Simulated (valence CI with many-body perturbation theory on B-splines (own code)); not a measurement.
## W⁴⁰⁺: electric-dipole lines

Computed by valence CI with perturbative core correlation (CI+MBPT): six valence electrons over a frozen Dirac-Fock core [Ar] 3d10, radial functions for each j: 9 s, 9 p, 8 d, 6 f, 3 g, 1 h, with the one-electron correlation potential Σ1, the two-electron term Σ2, the three-electron term Σ3, Breit, model QED; selected CI, second order for the rest, scaled by the run's own slope (own B-spline code, finite nucleus).

The last digits are not significant, and no measured levels were compared; by estimate large intervals hold to a few tenths of a per cent, small ones and those within an open d or f shell to about a per cent. Among the levels kept, up to 640 cm⁻¹ of a level comes from second order outside the variational space, and about a tenth of that is noise between levels of different J, which matters for small intervals.

Lines 1 to 50 of 85 in falling wavelength, among levels below 2416500 cm⁻¹, chosen from the strongest by gf and those to the six lowest levels. Wavelengths and rates use the calculated energies. Electric multipoles are in the length gauge with retardation, E1 and E2 with the static RPA response of the core. Weak lines are less certain than strong ones. Lines between different terms over intervals too small for the method are left out, as are lines whose strength nearly cancels. Where a level lies close to another of its J and parity, the split of strength between their lines is uncertain. The highest levels of a list are the least certain.

Levels are named by their leading jj configuration (3d3/2^4 stands for four electrons in 3d with j = 3/2), which in mixed levels can hold well under half, so a name can repeat and another be missing. Letters in brackets count levels of one name in rising energy.

```
λ vac (nm)                               Upper                           Lower   A (s⁻¹)  log gf  Branch %
      1142                  (4s^2 4p3/2^4) J=0  (4s^2 4p1/2^2 4p3/2 4d5/2) J=1  1.02e+02   -5.70       0.0
     76.16            (4s 4p1/2^2 4p3/2^3) J=1              (4s^2 4p3/2^4) J=0  1.00e+06   -3.58       0.0
     34.34                  (4s^2 4p3/2^4) J=0  (4s^2 4p1/2^2 4p3/2 4d3/2) J=1  9.06e+05   -4.80       4.7
     25.38  (4s^2 4p1/2 4p3/2^2 4d3/2) J=1 [a]              (4s^2 4p3/2^4) J=0  1.29e+07   -3.43       0.0
     21.84      (4s^2 4p1/2^2 4p3/2 4d3/2) J=2        (4s^2 4p1/2 4p3/2^3) J=2  2.65e+07   -3.02       0.3
     20.86      (4s^2 4p1/2^2 4p3/2 4d3/2) J=1        (4s^2 4p1/2 4p3/2^3) J=2  1.70e+08   -2.48       1.2
     20.46      (4s^2 4p1/2^2 4p3/2 4d3/2) J=3        (4s^2 4p1/2 4p3/2^3) J=2  2.73e+06   -3.92       1.4
     20.24      (4s^2 4p1/2^2 4p3/2 4d3/2) J=2        (4s^2 4p1/2 4p3/2^3) J=1  1.53e+07   -3.33       0.2
     19.39      (4s^2 4p1/2^2 4p3/2 4d3/2) J=1        (4s^2 4p1/2 4p3/2^3) J=1  2.31e+07   -3.41       0.2
     19.30      (4s^2 4p1/2^2 4p3/2 4d3/2) J=0        (4s^2 4p1/2 4p3/2^3) J=1  2.76e+07   -3.81     100.0
     17.17  (4s^2 4p1/2 4p3/2^2 4d3/2) J=1 [b]              (4s^2 4p3/2^4) J=0  2.52e+06   -4.48       0.0
     16.82  (4s^2 4p1/2 4p3/2^2 4d5/2) J=1 [a]              (4s^2 4p3/2^4) J=0  6.73e+08   -2.07       0.1
     15.93      (4s^2 4p1/2^2 4p3/2 4d5/2) J=2        (4s^2 4p1/2 4p3/2^3) J=2  8.54e+08   -1.79       3.1
     15.39  (4s^2 4p1/2 4p3/2^2 4d3/2) J=1 [c]              (4s^2 4p3/2^4) J=0  9.63e+07   -2.99       0.0
     15.06      (4s^2 4p1/2^2 4p3/2 4d5/2) J=2        (4s^2 4p1/2 4p3/2^3) J=1  1.01e+09   -1.77       3.7
     13.50      (4s^2 4p1/2^2 4p3/2 4d5/2) J=3        (4s^2 4p1/2 4p3/2^3) J=2  3.53e+05   -5.17       0.0
     13.32  (4s^2 4p1/2 4p3/2^2 4d5/2) J=1 [b]              (4s^2 4p3/2^4) J=0  3.49e+08   -2.55       0.0
     13.12      (4s^2 4p1/2^2 4p3/2 4d5/2) J=1        (4s^2 4p1/2 4p3/2^3) J=2  1.55e+09   -1.92       0.6
     12.53      (4s^2 4p1/2^2 4p3/2 4d5/2) J=1        (4s^2 4p1/2 4p3/2^3) J=1  2.71e+08   -2.72       0.1
     12.23            (4s 4p1/2^2 4p3/2^3) J=2        (4s^2 4p1/2 4p3/2^3) J=2  8.92e+09   -1.00       2.1
     11.71            (4s 4p1/2^2 4p3/2^3) J=2        (4s^2 4p1/2 4p3/2^3) J=1  1.20e+10   -0.91       2.8
     11.09            (4s 4p1/2^2 4p3/2^3) J=1        (4s^2 4p1/2 4p3/2^3) J=2  2.75e+10   -0.82       4.5
     10.66            (4s 4p1/2^2 4p3/2^3) J=1        (4s^2 4p1/2 4p3/2^3) J=1  7.66e+09   -1.41       1.2
     8.586  (4s^2 4p1/2 4p3/2^2 4d3/2) J=1 [a]        (4s^2 4p1/2 4p3/2^3) J=2  5.58e+09   -1.73      10.8
     8.576  (4s^2 4p1/2 4p3/2^2 4d3/2) J=2 [a]        (4s^2 4p1/2 4p3/2^3) J=2  1.98e+09   -1.96      23.8
     8.427      (4s^2 4p1/2^2 4p3/2 4d3/2) J=1      (4s^2 4p1/2^2 4p3/2^2) J=0  3.36e+09   -1.97      22.8
     8.364  (4s^2 4p1/2 4p3/2^2 4d3/2) J=3 [a]        (4s^2 4p1/2 4p3/2^3) J=2  1.34e+09   -2.01       8.2
     8.327  (4s^2 4p1/2 4p3/2^2 4d3/2) J=1 [a]        (4s^2 4p1/2 4p3/2^3) J=1  1.91e+09   -2.23       3.7
     8.319      (4s^2 4p1/2 4p3/2^2 4d3/2) J=0        (4s^2 4p1/2 4p3/2^3) J=1  1.07e+10   -1.96      99.9
     8.318  (4s^2 4p1/2 4p3/2^2 4d3/2) J=2 [a]        (4s^2 4p1/2 4p3/2^3) J=1  1.13e+08   -3.23       1.4
     8.090      (4s^2 4p1/2^2 4p3/2 4d3/2) J=2      (4s^2 4p1/2^2 4p3/2^2) J=2  8.56e+09   -1.38      99.5
     7.951      (4s^2 4p1/2^2 4p3/2 4d3/2) J=1      (4s^2 4p1/2^2 4p3/2^2) J=2  1.12e+10   -1.50      75.9
     7.893      (4s^2 4p1/2^2 4p3/2 4d3/2) J=3      (4s^2 4p1/2^2 4p3/2^2) J=2  1.94e+08   -2.90      98.6
     7.852  (4s^2 4p1/2 4p3/2^2 4d3/2) J=2 [b]        (4s^2 4p1/2 4p3/2^3) J=2  1.40e+09   -2.19       1.5
     7.635  (4s^2 4p1/2 4p3/2^2 4d3/2) J=2 [b]        (4s^2 4p1/2 4p3/2^3) J=1  6.38e+04   -6.55       0.0
     7.562  (4s^2 4p1/2 4p3/2^2 4d5/2) J=3 [a]        (4s^2 4p1/2 4p3/2^3) J=2  3.73e+08   -2.65       0.2
     7.399  (4s^2 4p1/2 4p3/2^2 4d3/2) J=2 [c]        (4s^2 4p1/2 4p3/2^3) J=2  1.99e+09   -2.09       0.1
     7.390  (4s^2 4p1/2 4p3/2^2 4d3/2) J=1 [b]        (4s^2 4p1/2 4p3/2^3) J=2  2.70e+08   -3.18       0.0
     7.385  (4s^2 4p1/2 4p3/2^2 4d3/2) J=3 [b]        (4s^2 4p1/2 4p3/2^3) J=2  1.04e+09   -2.23       0.1
     7.324  (4s^2 4p1/2 4p3/2^2 4d5/2) J=1 [a]        (4s^2 4p1/2 4p3/2^3) J=2  5.22e+09   -1.90       0.8
     7.206  (4s^2 4p1/2 4p3/2^2 4d3/2) J=2 [c]        (4s^2 4p1/2 4p3/2^3) J=1  4.32e+09   -1.77       0.2
     7.197  (4s^2 4p1/2 4p3/2^2 4d3/2) J=1 [b]        (4s^2 4p1/2 4p3/2^3) J=1  2.24e+09   -2.28       0.2
     7.161      (4s^2 4p1/2 4p3/2^2 4d5/2) J=0        (4s^2 4p1/2 4p3/2^3) J=1  3.21e+09   -2.61      99.9
     7.135  (4s^2 4p1/2 4p3/2^2 4d5/2) J=1 [a]        (4s^2 4p1/2 4p3/2^3) J=1  4.25e+09   -2.01       0.7
     7.113      (4s^2 4p1/2^2 4p3/2 4d5/2) J=2      (4s^2 4p1/2^2 4p3/2^2) J=2  2.57e+10   -1.01      93.2
     7.039  (4s^2 4p1/2 4p3/2^2 4d3/2) J=1 [c]        (4s^2 4p1/2 4p3/2^3) J=2  5.01e+09   -1.95       0.3
     6.885  (4s^2 4p1/2 4p3/2^2 4d5/2) J=2 [a]        (4s^2 4p1/2 4p3/2^3) J=2  1.91e+09   -2.17      21.9
     6.864  (4s^2 4p1/2 4p3/2^2 4d3/2) J=1 [c]        (4s^2 4p1/2 4p3/2^3) J=1  1.07e+10   -1.65       0.6
     6.807      (4s^2 4p1/2^2 4p3/2 4d5/2) J=1      (4s^2 4p1/2^2 4p3/2^2) J=0  1.39e+11   -0.54      54.8
     6.759  (4s^2 4p1/2 4p3/2^2 4d5/2) J=3 [b]        (4s^2 4p1/2 4p3/2^3) J=2  1.33e+09   -2.19      83.4
```

(1) How does gf follow from A for the line at 7.390 nm?

Results:

(1) gf = 1.4992 × (2J+1)_upper × A / σ², with σ = 1353227 cm⁻¹ and 2J+1 = 3: gf = 0.000664.
